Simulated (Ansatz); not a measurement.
CuPd2. Total charge 0; doublet. Geometry PBE-D4/def2-TZVP; atoms count from 1.

Cartesian coordinates in Å:
```
Pd -1.313 0.453 -0.375
Pd 1.033 -0.244 -0.972
Cu 0.281 -0.210 1.347
```

In the def2 sets Pd takes a core potential; there is no spin–orbit coupling. The structure comes from a short search, and lower isomers may exist.

(1) Estimate the Mulliken populations from the PBE0/def2-TZVP orbitals of Ansatz.

(2) Where does the spin sit?

(3) And the Mayer bond orders between heavy atoms (over 0.3)?

Answers

(1) 
```tsv
atom	charge (e)	spin (α − β)	d electrons
Pd1	-0.03	0.50	9.34
Pd2	-0.03	0.50	9.34
Cu3	0.06	0.00	9.93
```
Mulliken values depend strongly on the basis.

(2) Summed by element: Pd 1.00, Cu 0.00, of 1 unpaired in all. Largest on single atoms: Pd1 0.50, Pd2 0.50, Cu3 0.00.

(3) Pd1–Pd2 0.91 (2.52 Å); Pd1–Cu3 0.65 (2.44 Å); Pd2–Cu3 0.65 (2.44 Å).
